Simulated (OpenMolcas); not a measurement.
4s2 4p4 along the 34-electron sequence

* Program: OpenMolcas 26.06
* Method: SS-CASPT2, IPEA 0.25 Eh, imaginary shift 0.1 Eh
* Basis: ANO-R2
* Scalar Hamiltonian: X2C, finite nucleus
* Spin-orbit coupling: state interaction with AMFI integrals over the reference wave functions, term energies averaged over their components

Active space for each ion: 4 electrons in 3 orbitals (4p); closed shells correlated by CASPT2: 3d 4s.

Computed levels in cm-1 above 3P2:

```
                               Level     Se    Br+   Kr2+
                                 3P1   1835   2860   4140
                                 3P0   2410   3610   5000
                                 1D2   9910  12350  14750
                                 1S0  23390  28740  33860
weight of 3P in the lowest level (%)     99     98     97
```

Measured, with the error of the calculation in %. Measured levels: Se, Br+ from NIST Handbook of Basic Atomic Spectroscopic Data; Kr2+ from Saloman, J. Phys. Chem. Ref. Data 36, 215 (2007).

| Level | Se | Br+ | Kr2+ |
| --- | --- | --- | --- |
| 3P1 | 1989 (-7.7) | 3136 (-8.7) | 4548 (-9.1) |
| 3P0 | 2534 (-5.1) | 3837 (-5.9) | 5313 (-5.9) |
| 1D2 | 9576 (+3.5) | 12089 (+2.2) | 14644 (+0.7) |
| 1S0 | 22446 (+4.2) | 27867 (+3.1) | 33080 (+2.4) |

The fine-structure level 3P0 changes by a factor of 2.07 from Se to Kr2+. Its fourth root runs 7.01, 7.75, 8.41, with steps per unit of Z of 0.74, 0.66; equal steps would mean a (Z - σ)^4 law with constant σ.

1D2 changes by a factor of 1.49 over the same range, with steps per unit of Z of +2440, +2400 cm-1.

CASPT2 does not keep the components of a term degenerate, so their means are used; among the terms shown or strongly mixed into the levels shown the widest spread is 160 cm-1 (4s2 4p4 1D, Se). With the s shell closed, the reference lacks s² → p² mixing. Measured partners are found by configuration, term and J. A level has none where our copy of the source lacks it or the pairing is in doubt (some pairs that miss far off the trend of their configuration count as doubtful), and it then counts in no deviation. Levels of configurations outside the active space are missing.
